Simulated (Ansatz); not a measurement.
Mulliken charges of CdH3NO (`[NH2][Cd][OH]`) from PBE/def2-TZVPP in Ansatz (PBE0-D4/def2-TZVP geometry).

```json
{"atom": "N1", "x (Å)": "-0.556", "y (Å)": "1.376", "z (Å)": "-0.566", "charge (e)": "-0.550"}
{"atom": "Cd2", "x (Å)": "0.144", "y (Å)": "-0.360", "z (Å)": "0.142", "charge (e)": "0.652"}
{"atom": "O3", "x (Å)": "0.834", "y (Å)": "-2.045", "z (Å)": "0.877", "charge (e)": "-0.568"}
{"atom": "H4", "x (Å)": "0.032", "y (Å)": "1.746", "z (Å)": "-1.305", "charge (e)": "0.144"}
{"atom": "H5", "x (Å)": "-1.483", "y (Å)": "1.274", "z (Å)": "-0.964", "charge (e)": "0.144"}
{"atom": "H6", "x (Å)": "1.029", "y (Å)": "-1.992", "z (Å)": "1.815", "charge (e)": "0.178"}
```

Question: By hand: the dipole of these point charges (1 e Å = 4.8032 D).

Answer: Σ q r = (-0.100, 0.250, -0.098) e Å, of length 0.287 e Å = 1.38 D.

Question: How does the dipole of the full density compare? (Best estimate.)

Answer: Computed: (-0.079, 0.211, -0.058) e Å, 1.12 D; the point charges give 1.23 times that, at 6° from its direction.

Point charges leave out the atoms' own dipoles, such as those of lone pairs, and Mulliken's split depends on the basis, so the two needn't agree.
